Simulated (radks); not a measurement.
Species: Al XI. Configuration: [He] 2s1.

Calculated with a radial shooting solver on a logarithmic mesh with Libxc functionals: scalar-relativistic Kohn-Sham, r2SCAN, spin-polarised, spherical densities, finite nucleus; open shells are filled with parallel spins first; meta-GGA in the generalised Kohn-Sham scheme; Fermi nuclear charge, rms radius 3.061 fm.

Energy parts (hartree):
| part | energy |
|---|---|
| total | -177.62261 |
| kinetic | 178.32460 |
| electron-nucleus | -368.52029 |
| Hartree | 21.64500 |
| exchange-correlation | -9.07192 |

Orbitals (lengths in bohr, moments of r in powers of bohr):
orbital	occ.	eigenvalue (hartree)	<r>	<r^4>
1s up	1	-71.76130	0.1188	0.0009217
1s down	1	-71.66057	0.1189	0.0009149
2s up	1	-15.64776	0.5097	0.1514
2p up	0	-14.67945	0.4467	0.1084
3s up	0	-6.05116	1.172	3.679

The highest occupied level is 2s up at -425.80 eV. Summed over all electrons, <r^2> = 0.3409 bohr^2, which gives a Langevin (diamagnetic) susceptibility term of -0.27 x 10^-6 cm^3/mol. The density falls to 0.001 e/bohr^3 at r = 1.26 bohr.
